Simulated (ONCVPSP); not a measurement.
# What one change does to a pseudopotential (oxygen (O), ONCV)

oxygen, optimised norm-conserving Vanderbilt (ONCV), made with ONCVPSP 4.0.1 (PBE, fully relativistic). Core [He], reference 2s2 2p2 (charge +2). Waves: 2s: rc 0.75 bohr, ncon 3, nbas 6, qcut 8.7 1/bohr, 1 projector; 2p: rc 1.90 bohr, ncon 4, nbas 9, qcut 8.6 1/bohr, 2 projectors, debl 0.5 Ha; d scattering state at 0.12 Ha: rc 1.65 bohr, ncon 4, nbas 8, qcut 6.8 1/bohr, 1 projector. Local part: polynomial inside 0.70 bohr (lpopt 3, dvloc0 0 Ha). Core correction: Teter function, fcfact 2.75, rcfact 1.05.

Open shells are filled in proportion to 2j + 1.

In the p channel the program set the typed energies aside and used -1.588, 0.250 Ha (j = l + 1/2; the other j can differ).

All-electron outer shells of the reference configuration (PBE, scalar-relativistic, ld1.x):

```csv
shell,level (eV),outermost node (bohr),outermost maximum (bohr)
1s,-557.75,–,0.13
2s,-58.35,0.27,0.84
2p,-43.24,–,0.75
```

Change: s: nbas 8.

Cutoffs: the cutoffs (Ha) at which the residual kinetic energy of the hardest occupied pseudo-wave falls to 1 and 0.1 mHa per electron; they do not see the model core or the augmentation charge, which bear on the density cutoff. Errors are all-electron minus pseudo energies relative to the spin-unpolarised reference configuration.

Task: What does the change do?

Result: The potential gets neither clearly harder nor softer (43 Ha and 146 Ha → 41 Ha and 291 Ha); the errors of the 4 common tests hardly move; neither file shows a bound ghost.

```tsv
quantity	base	changed
cutoff, loose	43 Ha	41 Ha
cutoff, tight	146 Ha	291 Ha
loose cutoff by channel	s 43 Ha, p 23 Ha	s 41 Ha, p 23 Ha
bound ghosts	none	none
GHOST(+) flags under 300 eV	none	none
error for 2s2 2p4, meV [ΔE -50.02 eV]	+533	+533
error for 2s2 2p3, meV [ΔE -33.59 eV]	+214	+214
error for 2s2 2p1, meV [ΔE 53.87 eV]	+438	+438
error for 2s1 2p4, meV [ΔE -18.36 eV]	+522	+525
s: phases at 0.76 bohr within 0.05 rad from the reference energy up to (Ha; the scan ends near 5)	to the end of the scan	to the end of the scan
p3/2: phases at 1.93 bohr within 0.05 rad from the reference energy up to (Ha; the scan ends near 5)	to the end of the scan	to the end of the scan
p1/2: phases at 1.93 bohr within 0.05 rad from the reference energy up to (Ha; the scan ends near 5)	to the end of the scan	to the end of the scan
d5/2: phases at 1.67 bohr within 0.05 rad from the reference energy up to (Ha; the scan ends near 5)	4.6	4.6
d3/2: phases at 1.67 bohr within 0.05 rad from the reference energy up to (Ha; the scan ends near 5)	4.6	4.6
rms error of d²Exc/dni dnj with the model core, mHa	13.75	13.72
```
